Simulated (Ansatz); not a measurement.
Basis sets compared for Zn3H12Se3, a cluster cut from wurtzite ZnSe (hydrogen-capped). Total charge 0; singlet. Geometry B3LYP-D4/def2-SVP. Ansatz on 4 threads of Arm Neoverse N1 on a shared host; times are rough, and most runs start from earlier orbitals.

| atom | x (Å) | y (Å) | z (Å) |
| --- | --- | --- | --- |
| Se1 | -2.1213 | 0.6831 | 0.6197 |
| Zn2 | -0.7293 | 3.3787 | 0.2482 |
| Se3 | 1.6242 | 1.5725 | -0.4876 |
| Zn4 | -2.4309 | -2.3552 | 0.7397 |
| Se5 | 0.4891 | -2.2562 | -0.1592 |
| Zn6 | 3.1796 | -1.0225 | -0.9221 |
| H7 | -2.7851 | 0.9921 | 1.8989 |
| H8 | -3.3401 | 0.9744 | -0.1566 |
| H9 | -1.2105 | 3.5777 | -1.2223 |
| H10 | -0.3183 | 3.5119 | 1.7474 |
| H11 | 2.0251 | 2.2570 | -1.7301 |
| H12 | 2.6500 | 2.2736 | 0.3054 |
| H13 | -3.0055 | -2.4841 | -0.7050 |
| H14 | -2.0947 | -2.4580 | 2.2596 |
| H15 | 0.3845 | -3.2199 | -1.2697 |
| H16 | 1.0100 | -3.2797 | 0.7648 |
| H17 | 3.7517 | -1.0695 | 0.5287 |
| H18 | 2.9214 | -1.0760 | -2.4596 |

The 6-31G sets use Cartesian d functions.

Binding counts from free atoms (Se triplet, Zn singlet, H doublet) in the same basis, without a counterpoise term.

```json
{"level": "HF/STO-3G", "functions": "120", "energy (Eh)": "-12398.8884", "HOMO (eV)": "-0.89", "LUMO (eV)": "6.63", "binding per atom (eV)": "1.78", "wall time": "26 s"}
{"level": "HF/6-31G", "functions": "198", "energy (Eh)": "-12537.6931", "HOMO (eV)": "-10.09", "LUMO (eV)": "2.01", "binding per atom (eV)": "1.25", "wall time": "10 s"}
{"level": "PBE-D4/def2-SVP", "functions": "249", "energy (Eh)": "-12546.3654", "HOMO (eV)": "-6.02", "LUMO (eV)": "-1.68", "binding per atom (eV)": "2.01", "wall time": "7.5 s"}
{"level": "PBE-D4/def2-TZVPD", "functions": "432", "energy (Eh)": "-12548.0722", "HOMO (eV)": "-6.32", "LUMO (eV)": "-2.13", "binding per atom (eV)": "1.98", "wall time": "27 s"}
{"level": "PBE0-D4/def2-SVP", "functions": "249", "energy (Eh)": "-12546.6942", "HOMO (eV)": "-7.23", "LUMO (eV)": "-0.78", "binding per atom (eV)": "1.99", "wall time": "20 s"}
```

(1) Estimate the rows for PBE-D4/def2-TZVP, PBE0-D4/def2-TZVP (with forces).

Answers

(1) 
| level | functions | energy (Eh) | HOMO (eV) | LUMO (eV) | binding per atom (eV) | wall time |
| --- | --- | --- | --- | --- | --- | --- |
| PBE-D4/def2-TZVP | 360 | -12548.0683 | -6.30 | -2.06 | 1.98 | 16 s |
| PBE0-D4/def2-TZVP (with forces) | 360 | -12548.3610 | -7.42 | -1.20 | 1.97 | 54 s |
